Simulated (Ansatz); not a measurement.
A nudged elastic band was laid between two geometries of BH₃OS₂ (7 atoms, charge 0, multiplicity 1).

The calculation used RKS PBE-D4/def2-SVP (Ansatz 0.2.0).

| Item | Value |
| --- | --- |
| movable images | 5 |
| climbing image | yes |
| spring | 5.0 eV/Å² |
| optimiser | lbfgs |
| start path | through a guess of the saddle point |
| force threshold | 0.05 eV/Å |
| iteration limit | 60 |
| end points | relaxed |
| largest step | 0.5 Å |

Image 0:

```xyz
7
Properties=species:S:1:pos:R:3
S -1.282 1.643 0.713
B 0.006 0.448 0.290
O -0.313 -0.627 -0.487
S 0.826 -1.824 -0.954
H -2.285 1.010 0.039
H 1.130 0.643 0.717
H 1.918 -1.293 -0.319
```

Image 6:

```xyz
7
Properties=species:S:1:pos:R:3
S -1.890 1.045 0.166
B -0.285 0.205 0.056
O -0.264 -0.943 -0.678
S 1.141 -1.891 -0.911
H -1.421 2.058 0.944
H 0.711 0.644 0.606
H 2.008 -1.117 -0.183
```

Task: Which bonds break or form, and what moves?

Result: No bond is made or broken. The dihedral H5–S1–B2–O3 goes from 0 to -180°.

Task: What energy profile does the band end with?

Result: The forces met the threshold. The highest image is number 3 of 0 to 6, 0.47 eV above the first end and 0.43 eV above the last; the last end lies 0.04 eV above the first. Another band between the same ends (5 images) ends at a top of the same energy, where a vibrational analysis finds 1 clearly imaginary mode.

| image | path coordinate (Å) | energy (eV) | dihedral H5–S1–B2–O3 (°) |
| --- | --- | --- | --- |
| 0 | 0.00 | 0.00 | 0 |
| 1 | 0.49 | 0.10 | 26 |
| 2 | 0.97 | 0.37 | 61 |
| 3 | 1.44 | 0.47 | 93 |
| 4 | 1.93 | 0.34 | 123 |
| 5 | 2.42 | 0.13 | 153 |
| 6 | 2.90 | 0.04 | -180 |

Task: What is the geometry of the highest image?

Result: 
```xyz
7
Properties=species:S:1:pos:R:3
S -1.398 1.738 0.045
B -0.051 0.459 0.091
O -0.136 -0.507 -0.854
S 1.002 -1.790 -1.052
H -2.161 1.042 0.935
H 0.879 0.486 0.882
H 1.863 -1.429 -0.047
```

The band took 36 iterations and about 11 core-minutes.

The run took 11 min on 1 thread of Intel(R) Xeon(R) Processor @ 2.50GHz (Skylake/Cascade Lake), on a shared host, peak memory 0.15 GiB.
